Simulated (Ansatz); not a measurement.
Ge6H8, relaxed as a singlet with RKS PBE0-D4/def2-SVP in Ansatz, starting from the GFN2-xTB geometry. Force threshold 0.02 eV/Å.

Another isomer (singlet) lies 0.63 eV lower at PBE0-D4/def2-TZVP; other spin states weren't run for this one.

Start:

```tsv
atom	x (Å)	y (Å)	z (Å)
Ge1	-0.523	1.892	-2.675
Ge2	1.503	-2.012	2.175
Ge3	-1.084	-0.167	-1.386
Ge4	0.541	0.234	1.669
Ge5	0.280	-1.803	-0.100
Ge6	0.571	1.713	-0.334
H7	-2.267	0.025	-0.340
H8	0.637	3.147	0.215
H9	-0.393	-3.165	-0.321
H10	-1.007	0.344	2.016
H11	0.090	-2.301	2.892
H12	-1.851	2.508	-2.003
H13	2.073	1.595	-0.693
H14	1.430	-2.009	-1.116
```

Q: Estimate the energy that the relaxation releases and the steps that it takes.

A: 15.3 kcal/mol, in 14 steps; 3.5 min on 4 threads of Intel Xeon Platinum 8259CL on a shared host. The force fell under the threshold at step 13, but the optimiser went on. No frequencies were taken in this run, so the end may be a saddle point.

Q: Does the start keep its bonding and symmetry?

A: By distances, no bond broke or formed. The bond that changes most is Ge1–Ge6, from 2.59 to 2.66 Å (atoms count from 1). Point group C2 at the start, C2 at the end, both within 0.05 Å.

Q: Predict the relaxed structure.

A: 
Cartesian coordinates in Å:
```
Ge -0.199 1.668 -2.743
Ge 1.785 -1.855 1.928
Ge -1.040 0.001 -1.187
Ge 0.366 0.079 1.533
Ge 0.190 -1.930 -0.203
Ge 0.627 1.833 -0.216
H -2.337 0.212 -0.355
H 0.123 3.152 0.388
H -0.825 -3.069 -0.027
H -1.075 0.191 2.108
H 0.557 -2.308 2.846
H -1.547 2.425 -2.338
H 2.151 1.810 -0.426
H 1.223 -2.209 -1.308
```
Bond lengths: 8 × Ge–Ge 2.43 to 2.66 Å; 8 × Ge–H 1.54 to 1.60 Å.
